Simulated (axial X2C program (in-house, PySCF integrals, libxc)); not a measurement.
## Ionising SnB

All values come from calculations with an axial X2C code built on PySCF integrals, spin-free (one-electron X2C) or two-component (2c: spin–orbit coupling with atomic mean-field Coulomb and Gaunt terms, which also bring small scalar terms), in Dyall basis sets with cores contracted in-house; open shells are unrestricted.

Basis sets: B dyall-v3z, Sn dyall-cv3z.

| Hamiltonian | level | SnB state | Re (Å) | ωe (cm⁻¹) | De (eV) |
| --- | --- | --- | --- | --- | --- |
| spin-free | PBE0 | M_S = 3/2, Λ = 0 | 2.175 | 559.7 | 2.77 |
| 2c | PBE0 | Ω = 3/2 | 2.175 | 556.3 | n/a |

Adiabatic ionisation energy (minimum to minimum, no zero-point term) and constants of SnB⁺:

```tsv
Hamiltonian	level	SnB⁺ state	IE (eV)	Re (Å)	ωe (cm⁻¹)	De (eV)	fragments
spin-free	PBE0	M_S = 1, Λ = 1	8.03	2.380	409.5	2.05	Sn+ + B
2c	PBE0	Ω = 2	8.13	2.368	422.0	n/a	Sn+ + B
```

Task: Add the zero-point terms to the ionisation energy at PBE0, 2c, and say whether the electron removed was bonding.

Result: IE0 = IE + (ωe⁺ − ωe)/2 = 8.13 + (-0.008) = 8.12 eV. Re changes by 0.193 Å, so the bond lengthens, as on loss of a bonding electron.

Each entry is the lowest single determinant of a limited PBE0 search at one distance. De goes to single-determinant-based atoms at the same level (for ions the charge split of lowest energy) and is withheld (n/a) where an atom does not fit its ground term or J level. Main or longest-lived isotopes. One determinant is a doubtful description, or other states lie close, for SnB, SnB⁺; these need not be ground states, and all values refer to the states named. Some open-shell Ω = 0 determinants are out of reach, so the Ω given for SnB⁺ need not be the lowest component. With several unpaired electrons the Ω given is that of one determinant, not necessarily of the lowest component. The functionals have no current term, which raises determinants with orbital currents.
